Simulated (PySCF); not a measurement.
HOS, multiplicity 2. Atoms are numbered in the order given.

```xyz
3

O     -0.1187    -1.0212     0.0000
S      0.0114     0.5985     0.0000
H      0.7670    -1.4064     0.0000
```
Charge 0, spin multiplicity 2.

Coordinates come from a PBE0-D3(BJ)/def2-TZVPD optimisation.

Computed with M06-2X/def2-TZVPD (PySCF).

Mulliken values depend strongly on the basis, most of all with diffuse functions as here. ESP charges are fitted to the potential on shells at 1.4 to 2.0 van der Waals radii. Atomic charges (e):

```
atom  ESP fit  meta-Löwdin  Mulliken spin
----  -------  -----------  -------------
O1      -0.35          [?]           0.12
S2      -0.02          [?]           0.89
H3       0.37          [?]          -0.01
```

Q: Fill in the missing entries. (An estimate is asked for; the answer gives what the named calculation found.)

A: 
- O1, meta-Löwdin: -0.55
- S2, meta-Löwdin: 0.19
- H3, meta-Löwdin: 0.36
